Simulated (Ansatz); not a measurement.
Ideal-gas functions of C2H4GeS, SMILES `S=[C]1[CH2][GeH2]1` at 800 K and 1 bar, from an Ansatz frequency run at PBE0-D4/def2-TZVP.

Molar mass 132.73 g/mol, point group C1 (symmetry number 1), electronic degeneracy 1, moments of inertia 46.058, 272.827, 308.972 u Å². Harmonic wavenumbers (cm⁻¹, unscaled): 142, 286, 396, 431, 483, 548, 560, 724, 819, 860, 938, 1016, 1335, 1413, 2176, 2207, 3088, 3177.

Use S(trans) = R[1.5 ln M + 2.5 ln T − 1.1517]; rotational temperatures θ = 24.2544 K / I; S(rot) = R[ln(√π/σ · √(T³/θAθBθC)) + 1.5]; for each mode x = 1.438777 ν̃/T, S = R[x/(eˣ − 1) − ln(1 − e⁻ˣ)] and H = RT x/(eˣ − 1); 1 cm⁻¹ = 0.0119627 kJ/mol; R = 8.31446 J/(mol·K).

**Question.** By hand: the entropy, in J/(mol·K).

**Answer.** Translation 190.3. Rotation: θ = 0.5266, 0.0889, 0.0785 K, giving 123.9. Vibration, mode by mode: 19.69, 13.93, 11.31, 10.64, 9.74, 8.76, 8.60, 6.68, 5.81, 5.47, 4.89, 4.37, 2.78, 2.49, 0.83, 0.79, 0.21, 0.18, in all 117.2. Electronic 0.0. Sum 431.4 J/(mol·K).

**Question.** By hand: H − E and G − E in kJ/mol, counted from the electronic energy.

**Answer.** Zero-point energy ½ × 20599 × 0.0119627 = 123.2; thermal vibration 50.0; translation, rotation and pV give 4 RT = 26.6. H − E = 199.8 kJ/mol, and G − E = 199.8 − 800 × 431.4/1000 = -145.3 kJ/mol.

Vibration gives 27 % of the entropy, 19.7 J/(mol·K) of it from the mode under 150 cm⁻¹: soft modes count most, and the harmonic formula is weakest for them. The sum counts one conformer and one mirror image; others add a mixing term.
